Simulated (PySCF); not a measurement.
Computed shifts of a molecule CH₈BNO₂Si, KT2/pcSseg-1 run with PySCF, GIAO, gas phase, equivalent atoms averaged, in ppm (number of nuclei): ²⁹Si: -31.3 (1). ¹³C: 2.9 (1). ¹⁵N: 53.9 (1). ¹H: 5.10 (1), 5.01 (1), 3.25 (1), 2.36 (1), 1.21 (1), 0.50 (3). References: ²⁹Si against TMS (σ = 361.9 ppm); ¹³C against TMS (σ = 185.1 ppm); ¹⁵N against NH3 (σ = 266.2 ppm); ¹¹B against BF3 (σ = 89.8 ppm); ¹⁷O against H2O (σ = 330.4 ppm); ¹H against TMS (σ = 31.47 ppm), references at their B3LYP-D3(BJ)/def2-TZVP geometries, non-relativistic. Coordinates come from a r2SCAN-D4/def2-SVP optimisation. One conformer was computed; it need not be the lowest.

**Question.** Pick the molecule that these values belong to.
A) CN([SiH3])B(O)O
B) C[SiH2]NB(O)O
C) N[SiH2]CB(O)O

**Answer.** B, C[SiH2]NB(O)O
